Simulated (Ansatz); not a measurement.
Species: propane-1,1-diselenol, C₃H₈Se₂, net charge 0, singlet state. 
Coordinates optimised at B3LYP-D3(BJ)/def2-TZVP (Ansatz, an electronic-structure program):
SMILES: C([SeH])([SeH])CC
```xyz
13

C     -2.6245    -0.1696     1.1737
C     -1.4829     0.7425     0.7265
C     -0.1473     0.0252     0.5720
Se    -0.3120    -1.4053    -0.8003
Se     1.3487     1.2652     0.2281
H     -3.5301     0.4143     1.3448
H     -2.3749    -0.6842     2.1040
H     -2.8570    -0.9296     0.4263
H     -1.7381     1.2295    -0.2181
H     -1.3421     1.5403     1.4592
H      0.1367    -0.4569     1.5061
H      1.1364    -1.6258    -0.9116
H      0.8501     1.6878    -1.0907
```

Basis-set convergence of Hartree-Fock and CCSD(T) correlation energies (hartree) with Ansatz. Cores are frozen in the correlated levels unless marked. Spin-orbit coupling is left out. Frozen are the shells of the preceding noble gas and the d and f shells that filled before the atom's block. Non-relativistic.

| basis | functions | E(HF) | E(corr, CCSD(T)) |
|---|---|---|---|
| cc-pVDZ | 136 | -4917.87922 | -0.76488 |
| cc-pVTZ | 288 | -4918.06489 | -0.94646 |
| cc-pVQZ | 541 | -4918.07907 | -1.00233 |

Extrapolating the two largest sets (X = 3 and 4) as X^-3: E(corr) = (64·(-1.00233) - 27·(-0.94646))/37 = -1.0431 Eh, an estimate of the basis-set limit. The largest set recovers 96.1 % of it, the smallest 73.3 %.
